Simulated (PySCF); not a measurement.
[TiF4]- holds Ti(III), d1, at total charge -1. The structure is a model geometry with rigid ligands and bond lengths from ionic radii, not a minimum; coordination tetrahedral, point group Td, metal–donor distances 1.85 Å.

```
5

Ti    0.0000    0.0000    0.0000
F     1.0681    1.0681    1.0681
F    -1.0681   -1.0681    1.0681
F    -1.0681    1.0681   -1.0681
F     1.0681   -1.0681   -1.0681
```

Method (PySCF 2.14, density fitting): CASSCF(1,5) with orbitals averaged over all microstates of the shell, strongly contracted NEVPT2 on the averaged canonical orbitals; basis x2c-TZVPall on the metal, x2c-SVPall elsewhere; spin-free X2C; gas phase; spin-orbit coupling by state interaction with the mean-field operator over all roots.

Problem. Which term lies lowest, and with what spin?

Solution. 2E (S = 1/2, orbital degeneracy 2), with 1.0 electrons in the lower (e-type) set and 0.0 in the upper (t2-type) set, by NEVPT2.

Problem. Where do the spin-allowed transitions within the shell lie?

Solution. By NEVPT2: 2T2 at 8372 cm⁻¹ (1194 nm). The strongest, at 8372 cm⁻¹, has f = 4.1e-04.

Problem. What ligand-field parameters describe the result?

Solution. At NEVPT2 level: orbital energies 0, 0, 8372, 8372, 8372 cm⁻¹; 10Dq = 8372 cm⁻¹; ζ = 124 cm⁻¹ (free ion 152).

Problem. What magnetic behaviour follows?

Solution. The ground state is orbitally degenerate (an E term, whose orbital moment is quenched to first order), so no simple spin Hamiltonian is given. The lowest spin-orbit level is 4-fold; the next lies at 8336.4 cm⁻¹. μeff is 1.75 μB at 300 K and 1.69 μB at 10 K; the spin-only value is 1.73 μB.

The ground state is orbitally degenerate in this regular structure, which would distort (Jahn–Teller), so its moment is that of the undistorted model. NEVPT2 on the d shell alone tends to put d–d bands too high for such charged or covalently bound ions.

The job took 3 s on one thread of Arm Neoverse V1 (shared host), with 104 basis functions, launched as `OMP_NUM_THREADS=1 python lf_run.py task.json out`.
